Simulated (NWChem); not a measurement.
System: CH6FNSi; SMILES N[Si@@H](C)F

```xyz
10

C     -0.0338    -1.7358     0.1825
Si    -0.0709     0.0526    -0.3267
N      1.4276     0.7991     0.0379
F     -1.3333     0.7351     0.4624
H      0.7470    -2.2864    -0.3636
H      0.1692    -1.8307     1.2613
H     -1.0032    -2.2179    -0.0154
H     -0.3466     0.2715    -1.7723
H      1.8832     0.6434     0.9301
H      1.6521     1.7167    -0.3295
```
Atoms are numbered in this order, from 1.

Computed with NWChem. Pople sets run with spherical d functions. Coordinates come from a PBE0/def2-SVP optimisation. B3LYP is NWChem's, with the RPA form of VWN correlation. GIAO values for the isolated, static molecule; σ is the absolute isotropic shielding, δ = σ(reference) − σ with the isolated reference molecule computed at the same levels (13C: tetramethylsilane, 19F: trichlorofluoromethane, 1H: tetramethylsilane, 15N: ammonia, 29Si: tetramethylsilane).

| level | δ C1 (ppm) | δ Si2 (ppm) | δ N3 (ppm) | δ F4 (ppm) | δ H8 (ppm) | δ H9 (ppm) | δ H10 (ppm) |
|---|---|---|---|---|---|---|---|
| BHandHLYP/pcSseg-1 | -2.6 | -10.2 | 33.0 | -128.1 | 4.46 | 0.99 | 1.19 |
| LDA (Slater exchange, VWN5)/pcSseg-1 | -3.1 | 0.8 | 49.8 | -151.7 | 5.22 | 1.09 | 1.31 |
| PBE/pcSseg-1 | -2.8 | -5.4 | 42.1 | -153.2 | 4.96 | 0.95 | 1.17 |
| B3LYP/6-311G** | -2.8 | -6.0 | 40.1 | -153.8 | 4.80 | 0.86 | 1.04 |
